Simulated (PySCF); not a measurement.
## Re⁺: ionisation energy

Re⁺ [Xe] 4f14 5d5 6s1 (7S) → Re²⁺ [Xe] 4f14 5d5 (6S), as a difference of total energies. All numbers are calculated (PySCF 2.14, a scalar-relativistic core potential, in aug-cc-pwCVTZ-PP with ECP60MDF (8s8p7d4f3g, 122 functions)). Correlated levels: valence: 5s2 5p6 frozen; valence and next inner shell: nothing frozen outside the core potential. The calculations carry no spin-orbit coupling.

Question: Order these methods by the ionisation energy they give, lowest first.
A. SCS-MP2 (valence)
B. LDA
C. UHF
D. PBE0

Answer: C (15.727 eV), A (15.938 eV), D (16.829 eV), B (17.373 eV).

Errors of the correlated levels include the incompleteness of this basis and the frozen core.

For comparison: 16.6 ± 0.5 eV (semi-empirical (NIST evaluation); NIST Atomic Spectra Database, ionization energies).
